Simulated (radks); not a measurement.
Initial-state core-level shifts of the argon ion Ar+ when its valence configuration changes from [Ne] 3s2 3p5. All-electron calculation, scalar-relativistic Kohn-Sham, LDA (Slater exchange, Perdew-Wang correlation), spin-polarised, spherical densities, point nucleus; open shells are filled with parallel spins first. Program: a radial shooting solver on a logarithmic mesh with Libxc functionals. Shifts are changes of the shell-averaged eigenvalues in eV (positive: less bound).

valence          1s      2s      2p
3s1 3p6      -1.178  -1.220  -1.187
3s1.5 3p5.5  -0.594  -0.614  -0.597
